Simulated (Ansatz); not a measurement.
A nudged elastic band was laid between two geometries of BrClH3NOSn (8 atoms, charge 0, multiplicity 1).

Level of theory: RKS CAM-B3LYP-D4/def2-SVP in Ansatz.

```
movable images  : 5
climbing image  : yes
spring          : 5.0 eV/Å²
optimiser       : quadratic models (default)
start path      : IDPP
force threshold : 0.05 eV/Å
iteration limit : 60
end points      : relaxed
```

Initial state:

```xyz
8
Properties=species:S:1:pos:R:3
N -0.767 0.993 1.036
Sn 0.032 -0.201 -0.353
O 0.936 -1.661 0.582
Cl -1.711 -1.013 -1.669
Br 1.694 0.837 -1.882
H -0.096 1.584 1.523
H -1.535 1.566 0.691
H 1.538 -2.162 0.017
```

Final state:

```xyz
8
Properties=species:S:1:pos:R:3
N -0.542 1.309 0.799
Sn 0.068 -0.143 -0.433
O 1.015 -1.425 0.703
Cl -1.718 -1.186 -1.526
Br 1.588 0.669 -2.203
H -0.492 1.028 1.777
H -1.469 1.677 0.598
H 1.643 -1.986 0.229
```

(1) Which bonds break or form, and what moves?

(2) What energy profile does the band end with?

(3) What is the geometry of the highest image?

(4) What are the harmonic wavenumbers there?

## Answers

(1) No bond is made or broken. The height of N1 over the plane of its neighbours goes from 0.34 to -0.35 Å.

(2) The forces met the threshold. The highest image is number 3 of 0 to 6, 0.045 eV above the first end and 0.038 eV above the last; the last end lies 0.006 eV above the first. A vibrational analysis at the climbing image gives one clearly imaginary mode, 366i cm⁻¹: a first-order saddle point.

```csv
image,path coordinate (Å),energy (eV),height of N1 over the plane of its neighbours (Å)
0,0.00,0.000,0.34
1,0.24,0.001,0.33
2,0.47,0.015,0.23
3,0.71,0.045,-0.02
4,0.93,0.019,-0.25
5,1.14,0.007,-0.35
6,1.36,0.006,-0.35
```

(3) 
```xyz
8
Properties=species:S:1:pos:R:3
N -0.685 1.161 0.821
Sn 0.035 -0.197 -0.413
O 0.965 -1.519 0.690
Cl -1.729 -1.139 -1.610
Br 1.657 0.628 -2.099
H -0.244 1.362 1.710
H -1.542 1.667 0.641
H 1.634 -2.019 0.204
```

(4) 366i, 54, 103, 121, 147, 165, 190, 238, 267, 390, 656, 686, 756, 862, 1489, 3621, 3746, 3865 cm⁻¹.

Run time: 2.2 min on 2 threads of Arm Neoverse V2, on a shared host, peak memory 0.41 GiB.
